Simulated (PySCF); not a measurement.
CH5ClO2Si, SMILES C[Si](O)(O)Cl.

Geometry: B3LYP-D3(BJ)/def2-SVP. Other conformers were not sampled.

Two levels are set side by side: PBE/def2-TZVP (PySCF) and CAM-B3LYP/def2-TZVP (PySCF). Same geometry, gas phase. Differences are taken from unrounded values.

```csv
quantity,CAM-B3LYP
orbital gap (eV),11.75
highest occupied level (eV),-10.38
lowest empty level (eV),1.37
dipole moment (D),0.97
mean polarisability (bohr³),52.8
```

Q: What does PBE give, and how far is it from CAM-B3LYP? (An estimate is asked for; the answer gives what the named calculation found.)

A: 
| quantity | PBE | PBE minus CAM-B3LYP |
|---|---|---|
| orbital gap (eV) | 7.13 | -4.62 |
| highest occupied level (eV) | -7.42 | 2.96 |
| lowest empty level (eV) | -0.30 | -1.66 |
| dipole moment (D) | 0.93 | -0.04 |
| mean polarisability (bohr³) | 55.7 | 2.9 |

PBE's occupied levels lie high since its potential decays too fast outside the molecule; exact exchange lowers them and widens the gap. PBE's more diffuse valence density responds more strongly to a field. Differences between two approximate levels are no errors against the true value.

Rough cost on one machine, each run with all the roots and properties that it gave: CAM-B3LYP against PBE within a factor of 2.
